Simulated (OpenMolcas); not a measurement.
Ag2+ in SrF2: curves along the breathing mode

Ag2+ with its 8 nearest fluoride ions, on the Sr site of SrF2 (a = 5.796 Å, distance in the model lattice 2.510 Å). The rest of the host is ab initio model potentials to 7.6 Å and point charges beyond; the distance is set by hand and nothing relaxes. Ligand basis ANO-RCC-VDZP.

```yaml
Program: OpenMolcas
Method: CASSCF
Basis: ANO-RCC-VDZP [6s5p3d1f]
Scalar_Hamiltonian: DKH2, point nucleus
Active_space: 9 electrons in 5 orbitals (4d)
State_averaging: 2S+1 = 2 even, 5 roots
Spin-orbit_coupling: RASSI with atomic mean-field integrals over the reference wave functions
```

Spin-free energies (labels of O, the rotations of Oh) in cm-1 above the lowest fitted minimum, as all ligands move together:

| R (Å) | 2T2 | 2E |
| --- | --- | --- |
| 2.265 | 1150 | 7490 |
| 2.319 | -20 | 5490 |
| 2.372 | 1190 | 6020 |
| 2.425 | 4430 | 8690 |
| 2.479 | 9560 | 13340 |
| 2.532 | 16170 | 19560 |
| 2.585 | 24170 | 27220 |

Cubic fits give the following; the wavenumber is harmonic, with the mass of all moving ligands, small differences in it between states hang on the degree of the fit, a number in brackets counts states of one label, and the table is a selection of at most 14 states with clean curves.

| State | R0 (Å) | Breathing mode (cm-1) | Minimum (cm-1) |
| --- | --- | --- | --- |
| 2T2 | 2.317 | 425 | 0 |
| 2E | 2.334 | 430 | 5430 |

The minimum of 2E is shifted by +0.0166 Å against 2T2 (from the unrounded fits). With M = 152.0 u for the moving shell, the Huang-Rhys factor in this mode is S = M ω ΔR² / 2ħ = 0.01483 × 152.0 × 425 × 0.0166² = 0.26. Only the first shell moves, against a rigid host.

An orbital triplet at a regular site is open to Jahn-Teller coupling, which can distort the site and quench the lowest spin-orbit gaps and is left out. With metal d orbitals alone the field can be off either way by tens of per cent. Ligand-to-metal charge-transfer states are missing. No measured value stands beside these numbers.
